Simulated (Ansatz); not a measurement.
Program: Ansatz. Geometries: PBE0-D4/def2-TZVP. ΔE: electronic, gas phase. CCSD(T)/CBS is the MP2 limit (def2-TZVPP, def2-QZVPP) plus CCSD(T) − MP2 in def2-TZVPP, frozen cores. This one scheme is used for every species. Functionals use def2-TZVPP. B3LYP here is the variant with VWN-RPA as its local correlation; programs differ in this. For Br outer-core shells are correlated without core-valence functions, which leaves a few kJ/mol of doubt a bond. Scalar relativity is left out up to krypton. Each species was taken in one conformer, which may not be the lowest.

Reaction (formal exchange of groups at the Al–O bond): `[OH][Al]([SiH3])[Br]` + CH₄ → `[CH3][Al]([SiH3])[Br]` + H₂O

`[OH][Al]([SiH3])[Br]`:

Cartesian coordinates in Å:
```
O 0.874 -2.028 0.332
Al 0.215 -0.740 -0.537
Si -0.444 1.310 0.593
Br -0.035 -0.957 -2.778
H 1.154 -2.853 -0.064
H 0.405 2.438 0.120
H -0.308 1.198 2.069
H -1.860 1.633 0.265
```

CH₄:

```xyz
5

C     0.000    0.000    0.000
H     0.939   -0.189   -0.520
H    -0.182   -0.796    0.722
H    -0.816    0.029   -0.722
H     0.059    0.956    0.520
```

`[CH3][Al]([SiH3])[Br]`:

Z-matrix (Å, degrees):
```
C
Al 1 1.943
H 1 1.095 2 110.5
H 1 1.095 2 110.5 3 -117.7
H 1 1.092 2 112.4 3 121.2
Si 2 2.450 1 125.2 3 58.6
Br 2 2.272 1 118.2 3 -121.4
H 6 1.492 2 110.5 1 -59.0
H 6 1.488 2 112.6 1 180.0
H 6 1.492 2 110.4 1 59.0
```

H₂O:

```xyz
3

O    -0.051    0.044    0.383
H    -0.723    0.065   -0.301
H     0.774   -0.108   -0.082
```

```
             level  ΔE (kJ/mol)  difference from CCSD(T)/CBS
            PBE-D4        138.3                         -5.3
         r2SCAN-D4        149.1                          5.5
           PBE0-D4        138.7                         -4.9
           ωB97X-V        147.3                          3.7
            B2PLYP        153.4                          9.8
               PBE        139.9                         -3.7
            r2SCAN        149.8                          6.2
              PBE0        140.3                         -3.3
             B3LYP        153.0                          9.4
     HF/def2-TZVPP        159.3                         15.7
    MP2/def2-TZVPP        149.4                          5.8
SCS-MP2/def2-TZVPP        152.3                          8.7
   CCSD/def2-TZVPP        148.1                          4.5
SCS-MP2/def2-QZVPP        150.6                          7.0
     MP2/CBS(def2)        146.3                          2.7
    CCSD/CBS(def2)        145.0                          1.4
       CCSD(T)/CBS        143.6                            0
```

Largest T1 diagnostic among the species: 0.011.

In def2-TZVPP, CCSD(T) changes the Hartree–Fock value by −12.6 kJ/mol (the triples alone add −1.4 kJ/mol) and MP2 by −9.9 kJ/mol.

CCSD(T)/CBS has its own doubt, a few kJ/mol and more with outer-core shells, so smaller differences from it don't rank the levels.
